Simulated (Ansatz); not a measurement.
## What each rung costs, and what it gives

Saddle point of Si4NH14ClO, closed shell (Si₄H₉Cl ([SiH3][Si]([SiH3])([SiH3])[Cl]) + H₂O + NH₃ → Si₃H₇Cl ([SiH3][SiH]([SiH3])[Cl]) + SiH₄O ([OH][SiH3]) + NH₃; bonds formed: Si1–H8, Si2–O9; bonds broken: Si1–Si2, H8–O9), PBE0-D4/def2-TZVP structure:

```
atom    x (Å)    y (Å)    z (Å)
 Si1  -0.6530   0.2751  -0.6010
 Si2  -0.4317   1.5100   1.9035
 Si3   0.4761  -0.1421  -2.6168
 Si4  -1.5244  -1.7741   0.1119
 Cl5  -2.3371   1.3398  -1.4026
  H6   2.3645  -0.6991   0.3931
  N7   1.5524  -1.3008   0.4580
  H8   0.5937   1.8491   0.0322
  O9   0.8745   2.3621   0.9021
 H10  -1.8791   1.6470   1.6103
 H11   0.0284   0.2268   2.4745
 H12  -0.1979   2.5264   2.9847
 H13  -0.3847  -0.8826  -3.5820
 H14   0.8675   1.1453  -3.2628
 H15   1.7307  -0.9322  -2.4378
 H16  -0.7968  -2.9266  -0.4948
 H17  -2.9658  -1.9126  -0.2340
 H18  -1.3998  -1.9174   1.5937
 H19   1.4767  -1.6117   1.4188
 H20   1.7348  -2.1151  -0.1162
 H21   0.8712   3.3328   0.8655
```

Barriers are electronic and count from the start structure reached by relaxing down the imaginary mode.

Program: Ansatz 0.2.0. Basis: as named in each row. Cores are frozen in the correlated methods. B3LYP uses VWN-RPA correlation. Extrapolation: Hartree–Fock as exp(−7.88 √X), correlation as X^−2.97.

Times are rough, for one single point on 4 threads of a shared host (AMD EPYC 7R13), with one NVIDIA H100 (or a share of it) where marked.

The estimate by CCSD(T) at an estimated basis limit (MP2 extrapolated from triple and quadruple zeta, plus CCSD(T) − MP2 in triple zeta) is 182.6 kJ/mol.

```tsv
method	basis	time (s)	barrier (kJ/mol)	method less estimate
HF	STO-3G	under 1	290.7	108.0
PBE-D4	STO-3G	1	160.1	-22.6
SPW92	def2-SVP	2	146.0	-36.6
B3LYP-D4	6-31G	3	189.9	7.3
PBE-D4	def2-SVP	3	163.7	-19.0
PBE0-D4	def2-SVP	4	180.2	-2.4
BHLYP-D4	def2-TZVPP	7 (H100)	192.2	9.5
PBE-D4	def2-TZVPP	8 (H100)	155.3	-27.3
r2SCAN-D4	def2-TZVPP	9 (H100)	166.6	-16.0
B3LYP-D4	def2-TZVPP	9 (H100)	174.8	-7.8
B97M-V	def2-TZVPP	10 (H100)	176.5	-6.2
PBE0-D4	def2-TZVPP	10 (H100)	169.8	-12.8
r2SCAN0-D4	def2-TZVPP	11 (H100)	175.5	-7.1
CAM-B3LYP-D4	def2-TZVPP	11 (H100)	182.4	-0.2
SPW92	def2-TZVPP	12 (H100)	138.7	-43.9
BLYP-D4	def2-TZVPP	12 (H100)	163.1	-19.5
B2PLYP	def2-TZVPP	12 (H100)	180.0	-2.6
wB97M-V	def2-SVP	13	182.9	0.3
wB97X-V	def2-TZVPP	13 (H100)	187.6	5.0
MP2	def2-QZVPP	14 (H100)	177.3	-5.3
wB97M-V	def2-TZVPP	14 (H100)	175.5	-7.2
RPA on PBE	def2-TZVPP	16 (H100)	184.6	2.0
CCSD(T)	def2-SVP	17 (H100)	207.9	25.3
PBE-QIDH	def2-TZVPP	35 (H100)	180.4	-2.2
CCSD(T)	def2-TZVPP	41 (H100)	185.2	2.5
```

All methods are single points on the PBE0-D4 structures.

T1 diagnostic: at most 0.013.

Labels in which every atom is bracketed show which atoms are joined, not bond orders.
